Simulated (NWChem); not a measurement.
Everything below was run with NWChem. System: germanium monoxide (GeO), charge 0, spin multiplicity 1, at a geometry optimised with PBE/def2-SVP. Level: CIS/def2-SVPD.

Input file:

```
start mol
memory heap 200 mb stack 900 mb global 1100 mb
geometry units angstroms nocenter noautoz
  Ge     0.000000     0.000000     0.329722
  O      0.000000     0.000000    -1.318888
  symmetry group C2v
end
basis spherical
  * library def2-svpd
end
dft
  xc hfexch
  semidirect memsize 60000000 filesize 0
  iterations 100
end
tddft
  cis
  nroots 6
  notriplet
  thresh 1e-4
end
task tddft energy
```

NWChem printed:

```
             Northwest Computational Chemistry Package (NWChem) 7.3.0
             --------------------------------------------------------

                                NWChem Input Module
                                -------------------

 Scaling coordinates for geometry "geometry" by  1.889725989
 (inverse scale =  0.529177249)

 Turning off AUTOSYM since
 SYMMETRY directive was detected!

                             Geometry "geometry" -> ""
                             -------------------------

 Output coordinates in angstroms (scale by  1.889725989 to convert to a.u.)

  No.       Tag          Charge          X              Y              Z
 ---- ---------------- ---------- -------------- -------------- --------------
    1 Ge                  32.0000     0.00000000     0.00000000     0.32972200
    2 O                    8.0000     0.00000000     0.00000000    -1.31888800

 Effective nuclear repulsion energy (a.u.)      82.1718755460

            Nuclear Dipole moment (a.u.)
            ----------------------------
        X                 Y               Z
 ---------------- ---------------- ----------------
     0.0000000000     0.0000000000     0.0000000000

      Symmetry information
      --------------------

 Group name             C2v
 Group number             16
 Group order               4
 No. of unique centers     2

      Symmetry unique atoms

     1    2


 Summary of "ao basis" -> "" (spherical)
 ------------------------------------------------------------------------------
       Tag                 Description            Shells   Functions and Types
 ---------------- ------------------------------  ------  ---------------------
 *                         def2-svpd                  on all atoms

  xc_inp: hfexch multiplicative factor not found.

                                 NWChem DFT Module
                                 -----------------

 Summary of "ao basis" -> "ao basis" (spherical)
 ------------------------------------------------------------------------------
       Tag                 Description            Shells   Functions and Types
 ---------------- ------------------------------  ------  ---------------------
 Ge                        def2-svpd                14       38   6s4p4d
 O                         def2-svpd                 9       23   4s3p2d

 Summary of "ao basis" -> "ao basis" (spherical)
 ------------------------------------------------------------------------------
       Tag                 Description            Shells   Functions and Types
 ---------------- ------------------------------  ------  ---------------------
 Ge                        def2-svpd                14       38   6s4p4d
 O                         def2-svpd                 9       23   4s3p2d

      Symmetry analysis of basis
      --------------------------

        a1         29
        a2          6
        b1         13
        b2         13

            General Information
            -------------------
          SCF calculation type: DFT
          Wavefunction type:  closed shell.
          No. of atoms     :     2
          No. of electrons :    40
           Alpha electrons :    20
            Beta electrons :    20
          Charge           :     0
          Spin multiplicity:     1
          Use of symmetry is: off; symmetry adaption is: on
          Maximum number of iterations: 100
          AO basis - number of functions:    61
                     number of shells:    23
          Convergence on energy requested:  1.00D-06
[...]
            d_exc =   2.3337 Angstrom
            d_CD1 =   1.8835 Angstrom
            d_CD2 =  -0.1093 Angstrom
            d_CD3 =   3.5854 Angstrom
     Pearson C.C. =   0.0069

     Occ.   18  b1  ---  Virt.   22  b2       0.67911
     Occ.   18  b1  ---  Virt.   28  b2      -0.14255
     Occ.   18  b1  ---  Virt.   30  b2       0.10885
     Occ.   19  b2  ---  Virt.   21  b1       0.67911
     Occ.   19  b2  ---  Virt.   29  b1      -0.14255
     Occ.   19  b2  ---  Virt.   31  b1       0.10885
  ----------------------------------------------------------------------------
  Root   3 singlet a1             0.195415153 a.u.                5.3175 eV
  ----------------------------------------------------------------------------
     Transition Moments    X -0.00000   Y  0.00000   Z -0.00000
     Transition Moments   XX -1.03203  XY -0.00000  XZ -0.00000
     Transition Moments   YY  1.03203  YZ  0.00000  ZZ  0.00000
     Dipole Oscillator Strength                    0.0000000000
     Electric Quadrupole                           0.0000000423
     Magnetic Dipole                               0.0000000000
     Total Oscillator Strength                     0.0000000423

          sigma_e =   1.6769 Angstrom
          sigma_h =   1.0451 Angstrom
         |d_h->e| =   1.2516 Angstrom
            d_exc =   2.3337 Angstrom
            d_CD1 =   1.8835 Angstrom
            d_CD2 =  -0.1093 Angstrom
            d_CD3 =   3.5854 Angstrom
     Pearson C.C. =   0.0069

     Occ.   18  b1  ---  Virt.   21  b1       0.67911
     Occ.   18  b1  ---  Virt.   29  b1      -0.14255
     Occ.   18  b1  ---  Virt.   31  b1       0.10885
     Occ.   19  b2  ---  Virt.   22  b2      -0.67911
     Occ.   19  b2  ---  Virt.   28  b2       0.14255
     Occ.   19  b2  ---  Virt.   30  b2      -0.10885
  ----------------------------------------------------------------------------
  Root   4 singlet b1             0.199518876 a.u.                5.4292 eV
  ----------------------------------------------------------------------------
     Transition Moments    X  0.81911   Y  0.00000   Z  0.00000
     Transition Moments   XX -0.00000  XY -0.00000  XZ  2.28408
     Transition Moments   YY  0.00000  YZ  0.00000  ZZ -0.00000
     Dipole Oscillator Strength                    0.0892438547
     Electric Quadrupole                           0.0000002207
     Magnetic Dipole                               0.0000031534
     Total Oscillator Strength                     0.0892472288

          sigma_e =   1.6934 Angstrom
          sigma_h =   1.5540 Angstrom
         |d_h->e| =   0.5596 Angstrom
            d_exc =   2.3205 Angstrom
            d_CD1 =   0.6990 Angstrom
            d_CD2 =  -1.0641 Angstrom
            d_CD3 =   2.8800 Angstrom
     Pearson C.C. =   0.0402

     Occ.   17  a1  ---  Virt.   21  b1       0.16960
     Occ.   17  a1  ---  Virt.   29  b1      -0.07329
     Occ.   17  a1  ---  Virt.   31  b1       0.06552
     Occ.   20  a1  ---  Virt.   21  b1      -0.95266
     Occ.   20  a1  ---  Virt.   29  b1       0.16187
     Occ.   20  a1  ---  Virt.   31  b1      -0.09668
     Occ.   20  a1  ---  Virt.   36  b1       0.06258
  ----------------------------------------------------------------------------
  Root   5 singlet b2             0.199518876 a.u.                5.4292 eV
  ----------------------------------------------------------------------------
     Transition Moments    X -0.00000   Y  0.81911   Z -0.00000
     Transition Moments   XX -0.00000  XY -0.00000  XZ -0.00000
     Transition Moments   YY -0.00000  YZ  2.28408  ZZ -0.00000
     Dipole Oscillator Strength                    0.0892438547
     Electric Quadrupole                           0.0000002207
     Magnetic Dipole                               0.0000031534
     Total Oscillator Strength                     0.0892472288

          sigma_e =   1.6934 Angstrom
          sigma_h =   1.5540 Angstrom
         |d_h->e| =   0.5596 Angstrom
            d_exc =   2.3205 Angstrom
            d_CD1 =   0.6990 Angstrom
            d_CD2 =  -1.0641 Angstrom
            d_CD3 =   2.8800 Angstrom
     Pearson C.C. =   0.0402

     Occ.   17  a1  ---  Virt.   22  b2       0.16960
     Occ.   17  a1  ---  Virt.   28  b2      -0.07329
     Occ.   17  a1  ---  Virt.   30  b2       0.06552
     Occ.   20  a1  ---  Virt.   22  b2      -0.95266
     Occ.   20  a1  ---  Virt.   28  b2       0.16187
     Occ.   20  a1  ---  Virt.   30  b2      -0.09668
     Occ.   20  a1  ---  Virt.   35  b2       0.06258
  ----------------------------------------------------------------------------
  Root   6 singlet a1             0.285812320 a.u.                7.7774 eV
  ----------------------------------------------------------------------------
     Transition Moments    X -0.00000   Y -0.00000   Z  0.19224
     Transition Moments   XX  1.28513  XY -0.00000  XZ -0.00000
     Transition Moments   YY  1.28513  YZ -0.00000  ZZ -3.79029
     Dipole Oscillator Strength                    0.0070419466
     Electric Quadrupole                           0.0000010676
     Magnetic Dipole                               0.0000000000
     Total Oscillator Strength                     0.0070430142

          sigma_e =   1.8428 Angstrom
          sigma_h =   1.3457 Angstrom
         |d_h->e| =   1.2601 Angstrom
            d_exc =   2.5525 Angstrom
            d_CD1 =   1.7572 Angstrom
            d_CD2 =  -0.3341 Angstrom
            d_CD3 =   3.8125 Angstrom
     Pearson C.C. =   0.0563

     Occ.   17  a1  ---  Virt.   24  a1       0.05673
     Occ.   17  a1  ---  Virt.   32  a1      -0.09232
     Occ.   17  a1  ---  Virt.   33  a1      -0.05686
     Occ.   17  a1  ---  Virt.   47  a1       0.05619
     Occ.   18  b1  ---  Virt.   21  b1      -0.53652
     Occ.   18  b1  ---  Virt.   29  b1       0.06143
     Occ.   19  b2  ---  Virt.   22  b2      -0.53652
     Occ.   19  b2  ---  Virt.   28  b2       0.06143
     Occ.   20  a1  ---  Virt.   24  a1      -0.56135
     Occ.   20  a1  ---  Virt.   32  a1       0.22101
     Occ.   20  a1  ---  Virt.   33  a1       0.14362
     Occ.   20  a1  ---  Virt.   47  a1      -0.06859

              Target root =      1
          Target symmetry = none
      Ground state energy =  -2149.895754331980
        Excitation energy =      0.185717736615
     Excited state energy =  -2149.710036595366

  stored tddft:energy   -2149.7100365953656

 Task  times  cpu:       27.2s     wall:       27.2s

 Total times  cpu:       27.2s     wall:       27.2s
```
